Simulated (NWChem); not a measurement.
System: CHO₂, doublet; SMILES O=[C]O

Parts of the log:

```
             Northwest Computational Chemistry Package (NWChem) 7.3.0
             --------------------------------------------------------

 CS  symmetry detected

                             Geometry "geometry" -> ""
                             -------------------------

 Output coordinates in angstroms (scale by  1.889725989 to convert to a.u.)

  No.       Tag          Charge          X              Y              Z
 ---- ---------------- ---------- -------------- -------------- --------------
    1 O                    8.0000    -0.13894197     1.17052191     0.00000000
    2 C                    6.0000     0.42576401     0.11541191     0.00000000
    3 O                    8.0000    -0.05005245    -1.12165675     0.00000000
    4 H                    1.0000    -1.04262873    -1.08339271     0.00000000

 Effective nuclear repulsion energy (a.u.)      62.8334343133

      Symmetry information
      --------------------

 Group name             Cs
 Group number              2
 Group order               2
 No. of unique centers     4

  pbe96 is a nonlocal functional; adding pw91lda local functional.

                                 NWChem DFT Module
                                 -----------------

 Summary of "ao basis" -> "ao basis" (spherical)
 ------------------------------------------------------------------------------
       Tag                 Description            Shells   Functions and Types
 ---------------- ------------------------------  ------  ---------------------
 O                          def2-svp                 6       14   3s2p1d
 C                          def2-svp                 6       14   3s2p1d
 H                          def2-svp                 3        5   2s1p

      Symmetry analysis of basis
      --------------------------

        a'         34
        a"         13

            General Information
            -------------------
          SCF calculation type: DFT
          Wavefunction type:  spin polarized.
          No. of atoms     :     4
          No. of electrons :    23
           Alpha electrons :    12
            Beta electrons :    11
          Charge           :     0
          Spin multiplicity:     2
          Use of symmetry is: on ; symmetry adaption is: on
          Maximum number of iterations: 150
          AO basis - number of functions:    47
                     number of shells:    21
          Convergence on energy requested:  1.00D-06
          Convergence on density requested:  1.00D-05
          Convergence on gradient requested:  5.00D-04

              XC Information
              --------------
          PerdewBurkeErnzerhof Exchange Functional  1.000
            Perdew 1991 LDA Correlation Functional  1.000 local
           PerdewBurkeErnz. Correlation Functional  1.000 non-local

             Grid Information
             ----------------
          Grid used for XC integration:  medium
          Radial quadrature: Mura-Knowles
          Angular quadrature: Lebedev.
          Tag              B.-S. Rad. Rad. Pts. Rad. Cut. Ang. Pts.
          ---              ---------- --------- --------- ---------
          O                   0.60       49           8.0       434
          C                   0.70       49           7.0       434
          H                   0.35       45           7.0       434
          Grid pruning is: on
          Number of quadrature shells:   192
          Spatial weights used:  Erf1

      Superposition of Atomic Density Guess
      -------------------------------------

 Sum of atomic energies:        -187.50639728

      Non-variational initial energy
      ------------------------------

 Total energy =    -188.437333
 1-e energy   =    -381.323264
 2-e energy   =     130.052497
 HOMO         =      -0.147487
 LUMO         =       0.068601

   Symmetry analysis of molecular orbitals - initial alpha
   -------------------------------------------------------

  Numbering of irreducible representations:

     1 a'          2 a"

  Orbital symmetries:

     1 a'          2 a'          3 a'          4 a'          5 a'
     6 a'          7 a'          8 a'          9 a"         10 a'
    11 a"         12 a'         13 a"         14 a'         15 a'
    16 a'         17 a'         18 a"         19 a'         20 a'
    21 a'         22 a'

   Symmetry analysis of molecular orbitals - initial beta
   ------------------------------------------------------

  Numbering of irreducible representations:

     1 a'          2 a"

  Orbital symmetries:

     1 a'          2 a'          3 a'          4 a'          5 a'
     6 a'          7 a'          8 a'          9 a"         10 a'
    11 a"         12 a'         13 a"         14 a'         15 a'
    16 a'         17 a'         18 a"         19 a'         20 a'
    21 a'         22 a'

     ---------------------------------------------
      Total Density - Mulliken Population Analysis
     ---------------------------------------------

    Atom       Charge   Shell Charges
 -----------   ------   -------------------------------------------------------
    1 O    8     8.64   1.99  1.14  0.67  3.01  1.82  0.01
    2 C    6     5.26   1.99  0.92  0.41  1.34  0.50  0.10
    3 O    8     8.42   1.99  1.10  0.61  2.91  1.80  0.01
    4 H    1     0.68   0.51  0.11  0.06

     --------------------------------------------
      Spin Density - Mulliken Population Analysis
     --------------------------------------------

    Atom       Charge   Shell Charges
 -----------   ------   -------------------------------------------------------
    1 O    8     0.15   0.00  0.01 -0.01  0.12  0.03  0.00
    2 C    6     0.72   0.00  0.10  0.25  0.24  0.12  0.01
    3 O    8     0.06   0.00  0.02 -0.02  0.05  0.00  0.00
    4 H    1     0.07   0.02  0.05  0.00

   convergence    iter        energy       DeltaE   RMS-Dens  Diis-err
 ---------------- ----- ----------------- --------- --------- ---------
 d= 0,ls=0.0,diis     1   -188.6370633947 -2.51D+02  2.04D-02  2.53D-01
                                                     1.99D-02  2.36D-01
 d= 0,ls=0.0,diis     2   -187.8426042281  7.94D-01  1.59D-02  2.23D+00
                                                     1.65D-02  2.10D+00
 d= 0,ls=0.0,diis     3   -188.7254138581 -8.83D-01  4.84D-03  8.57D-02
                                                     3.97D-03  8.42D-02
 d= 0,ls=0.0,diis     4   -188.7508456573 -2.54D-02  1.83D-03  2.25D-02
                                                     1.49D-03  2.10D-02
 d= 0,ls=0.0,diis     5   -188.7591182056 -8.27D-03  3.76D-04  7.21D-04
                                                     3.05D-04  7.56D-04
  Resetting Diis
 d= 0,ls=0.0,diis     6   -188.7593834859 -2.65D-04  1.36D-04  2.45D-05
                                                     7.82D-05  2.36D-05
 d= 0,ls=0.0,diis     7   -188.7593956385 -1.22D-05  5.42D-05  1.19D-06
                                                     2.55D-05  8.92D-07
 d= 0,ls=0.0,diis     8   -188.7593954397  1.99D-07  2.97D-05  1.66D-06
                                                     1.88D-05  1.66D-06
 d= 0,ls=0.0,diis     9   -188.7593960599 -6.20D-07  8.84D-06  5.23D-07
                                                     8.66D-06  4.92D-07

         Total DFT energy =     -188.759396059891
      One electron energy =     -382.468991353173
           Coulomb energy =      153.553074049004
    Exchange-Corr. energy =      -22.676913068995
 Nuclear repulsion energy =       62.833434313273

 Numeric. integr. density =       22.999999925128

                  Occupations of the irreducible representations
                  ----------------------------------------------

                     irrep           alpha         beta
                     --------     --------     --------
                     a'               10.0          9.0
                     a"                2.0          2.0

                    DFT Final Alpha Molecular Orbital Analysis
                    ------------------------------------------

 Vector   10  Occ=1.000000D+00  E=-3.323054D-01  Symmetry=a'
              MO Center=  9.0D-02,  1.0D-01, -3.8D-15, r^2= 2.0D+00
   Bfn.  Coefficient  Atom+Function         Bfn.  Coefficient  Atom+Function
  ----- ------------  ---------------      ----- ------------  ---------------
     5      0.375794  1 O  py                33      0.301359  3 O  py
     4      0.253868  1 O  px                18      0.250377  2 C  px
    32     -0.236018  3 O  px                 8      0.226134  1 O  py
    36      0.213004  3 O  py                43      0.174456  4 H  s
     7      0.152995  1 O  px                31     -0.141178  3 O  s

 Vector   11  Occ=1.000000D+00  E=-3.121611D-01  Symmetry=a"
              MO Center= -8.0D-02, -4.6D-02,  1.3D-15, r^2= 1.8D+00
   Bfn.  Coefficient  Atom+Function         Bfn.  Coefficient  Atom+Function
  ----- ------------  ---------------      ----- ------------  ---------------
    34     -0.485844  3 O  pz                 6      0.448070  1 O  pz
    37     -0.355279  3 O  pz                 9      0.304550  1 O  pz
    20      0.095949  2 C  pz                25      0.045360  2 C  d -1
    23      0.038361  2 C  pz

 Vector   12  Occ=1.000000D+00  E=-1.954471D-01  Symmetry=a'
              MO Center=  3.6D-01,  2.6D-01, -9.0D-15, r^2= 1.7D+00
   Bfn.  Coefficient  Atom+Function         Bfn.  Coefficient  Atom+Function
  ----- ------------  ---------------      ----- ------------  ---------------
    17      0.465765  2 C  s                  4     -0.414505  1 O  px
    18      0.408268  2 C  px                31     -0.343553  3 O  s
     7     -0.320228  1 O  px                16      0.265499  2 C  s
    21      0.234168  2 C  px                44      0.218355  4 H  s
    33     -0.160453  3 O  py                43      0.154430  4 H  s

[...]
```

Level: PBE/def2-SVP, spin-unrestricted. In the optimisation the excess spin sits in a' (Cs, its own frame). All runs use the structure optimised with PBE-D3(BJ)/def2-SVP, spin-unrestricted. No stability test was run on the SCF state.

Question: Reconstruct the input file.

Answer: One answer among several that fit: the input that was run:
```
start job
memory heap 200 mb stack 900 mb global 1100 mb
geometry units angstroms noautoz
  O     -0.175484     1.141737     0.000000
  C      0.418896     0.103054     0.000000
  O     -0.021672    -1.147002     0.000000
  H     -1.014934    -1.136882     0.000000
end
basis spherical
  * library def2-svp
end
dft
  odft
  mult 2
  xc xpbe96 cpbe96
  iterations 150
  mulliken
end
task dft energy
```
